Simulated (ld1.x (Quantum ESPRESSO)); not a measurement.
# Transferability test, TM potential for Te

ld1.x (Quantum ESPRESSO) 7.5 input, shortened:

```
&input
   title='Te', zed=52., rel=1, dft='PBESOL', iswitch=3,
   config='[Kr] 4d10 5s2 5p4'
 /
 &inputp
   pseudotype=2, tm=.true., lloc=-2, rcloc=1.85,
   nlcc=.false.
 /
2
5S  1  0   2.00   0.00  1.75  1.75  0.0
5P  2  1   4.00   0.00  2.30  2.30  0.0
 &test
   configts(1)='5s2 5p4'
 /
```

Energies are relative to the spin-unpolarised reference configuration 5s2 5p4; without spin polarisation the order of configurations can differ from experiment. The frozen-core shift is the all-electron ΔE with the core orbitals held at their reference shape minus the fully relaxed ΔE.

```
valence configuration  charge  ΔE all-electron (eV)  error AE − PS (meV)  frozen-core shift (meV)
              5s2 5p3      +1                 9.753                 -3.0                     +6.5
              5s2 5p2      +2                27.722                  -13                      +40
              5s0 5p6       0                18.766                  +15                      +34
            5s2 5p4.3    -0.3                -1.472                 +0.3                     -0.1
              5s1 5p4      +1                19.626                 +9.3                      +27
```

What are ΔE and the potential's error for 5s2 5p0?

ΔE = 91.201 eV all-electron; the error (AE − PS) is -50 meV.

What are ΔE and the potential's error for 5s2 5p1?

ΔE = 54.678 eV all-electron; the error (AE − PS) is -33 meV.

ld1.x printed “convergence not achieved” for 6 of the counted tests; their residual had stalled under 1e-8, short of the target of 1e-14. A variational frozen-core shift is positive and of second order in the change. This column holds negative values, so the frozen-core run of ld1.x carries numerical noise or an error of first order here, and the column gives no more than the rough size of the effect.
